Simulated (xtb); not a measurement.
Species: H3B, SMILES `B` (charge 0, multiplicity 1).

Task: Give a relaxed geometry from GFN2-xTB (xtb).

Result: the end point of this relaxation (outside a Z-matrix the atoms follow the SMILES, hydrogens last).
Cartesian coordinates (Å) in one orientation:
```xyz
4

B      0.000     0.000     0.000
H     -0.841    -0.806     0.000
H     -0.277     1.131     0.000
H      1.118    -0.325     0.000
```
